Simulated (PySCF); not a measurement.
An equivalent PySCF input for Ge⁺ (germanium, charge +1), [Ar] 3d10 4s2 4p1, 2P determinant, with the spin-free X2C one-electron Hamiltonian (Gaussian nucleus):

```python
from pyscf import gto, scf, dft, mp, cc
import basis_set_exchange as bse
mol = gto.M(atom="Ge 0 0 0", charge=1, spin=1, symmetry="D2h",
            basis=gto.basis.parse(bse.get_basis("x2c-SVPall", elements=["Ge"], fmt="nwchem", header=False)),
            nucmod="G")
mf = scf.UHF(mol).sfx2c1e()
mf.irrep_nelec = {'Ag': (6, 6), 'B1g': (1, 1), 'B2g': (1, 1), 'B3g': (1, 1), 'B1u': (2, 2), 'B2u': (3, 2), 'B3u': (2, 2)}
mf.kernel()
```

It reaches the same state as the run whose output follows, and the same energy. The run itself started from symmetry-adapted Hartree-Fock orbitals and held the occupation by maximum overlap, so the iterations belong to that start.

```
SCF conv_tol = 1e-09
number electrons alpha = 16  beta = 15
cycle= 1 E= -2096.41281912983  delta_E= -0.00297  |g|= 0.0187  |ddm|= 0.0672
cycle= 2 E= -2096.41320088295  delta_E= -0.000382  |g|= 0.00682  |ddm|= 0.0244
cycle= 3 E= -2096.41326056761  delta_E= -5.97e-05  |g|= 0.000373  |ddm|= 0.0144
cycle= 4 E= -2096.41326074953  delta_E= -1.82e-07  |g|= 0.000173  |ddm|= 0.00116
cycle= 5 E= -2096.41326077016  delta_E= -2.06e-08  |g|= 2.95e-05  |ddm|= 0.000467
cycle= 6 E= -2096.41326077129  delta_E= -1.13e-09  |g|= 3.74e-06  |ddm|= 0.000165
cycle= 7 E= -2096.4132607713  delta_E= -1.46e-11  |g|= 3.45e-07  |ddm|= 2.05e-05
converged SCF energy = -2096.4132607713  <S^2> = 0.75894921  2S+1 = 2.0089293
```
